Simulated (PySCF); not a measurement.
**Electron correlation in In⁻ (indium, charge -1)**

Starting occupation: [Kr] 4d10 5s2 5p2, 5p1/2 with m_j = -1/2, +1/2. Calculation: PySCF 2.14, in x2c-TZVPPall-2c with one added diffuse shell each of s, p, d, f type (9s10p6d3f, 90 functions); X2C-1e with screened-nucleus spin-orbit coupling, Gaussian nucleus. Frozen: [Kr]; 14 electrons correlated; the 24 highest virtual spinors left out.

MP2 pair energies summed by pair of shells (mhartree):

```json
{"pair": "4d-4d", "energy": "-170.96", "share (%)": "59.8"}
{"pair": "4d-5s", "energy": "-56.14", "share (%)": "19.6"}
{"pair": "5p-5s", "energy": "-22.24", "share (%)": "7.8"}
{"pair": "4d-5p", "energy": "-17.74", "share (%)": "6.2"}
{"pair": "5s-5s", "energy": "-14.64", "share (%)": "5.1"}
{"pair": "5p-5p", "energy": "-4.25", "share (%)": "1.5"}
```

Total MP2 correlation energy: -285.97 mhartree.

```tsv
level	correlation energy (mhartree)
CCSD	-281.04
(T)	-8.38
CCSD(T)	-289.42
```

Diagnostics: T1 = 0.029, largest double amplitude 0.063.

Is a single reference adequate?

Yes: T1 lies below 0.03 and no double amplitude reaches 0.07.

The GHF reference relaxed away from the jj start to a determinant that is no pure jj level (⟨S²⟩ = 2.00, ⟨J²⟩ = 1.58); the energies belong to that determinant.

This basis was not built for core-valence correlation, so the inner-shell part is incomplete.
